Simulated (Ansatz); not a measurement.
CH4AlCl3O (`C[OH+][Al-]([Cl])([Cl])[Cl]`), relaxed with RKS PBE0-D4/def2-TZVP in the Gaussian-basis code of Ansatz from a PBE-D4/def2-SVP geometry. The force threshold is 0.005 eV/Å; the program also tests the step.

Total charge 0; spin multiplicity 1.

Start:

```xyz
10

C    -0.475    1.391    0.049
O     0.420    0.321    0.438
Al    0.413   -1.466   -0.343
Cl   -1.669   -1.788   -0.655
Cl    1.264   -2.379    1.391
Cl    1.597   -1.263   -2.087
H    -0.186    2.320    0.575
H    -1.526    1.114    0.259
H    -0.336    1.527   -1.039
H     0.500    0.224    1.411
```

```csv
step,energy (eV),largest force (eV/Å),largest move (Å)
1,-47304.8573,0.538,0.000
2,-47304.8960,0.231,0.029
3,-47304.9017,0.071,0.024
4,-47304.9031,0.210,0.058
5,-47304.9058,0.121,0.085
6,-47304.9074,0.071,0.052
7,-47304.9085,0.014,0.017
8,-47304.9086,0.003,0.011
9,-47304.9086,0.006,0.008
10,-47304.9086,0.004,0.010
11,-47304.9086,0.005,0.007
12,-47304.9086,0.002,0.004
```

End:

```xyz
10

C    -0.431    1.379    0.008
O     0.346    0.284    0.532
Al    0.401   -1.440   -0.295
Cl   -1.646   -1.872   -0.568
Cl    1.358   -2.456    1.286
Cl    1.474   -1.050   -2.059
H    -0.094    2.303    0.475
H    -1.492    1.204    0.186
H    -0.230    1.409   -1.060
H     0.314    0.239    1.495
```

Run time 82 s (4 threads of an Arm Neoverse V2 on a shared host); peak host memory 0.83 GiB.
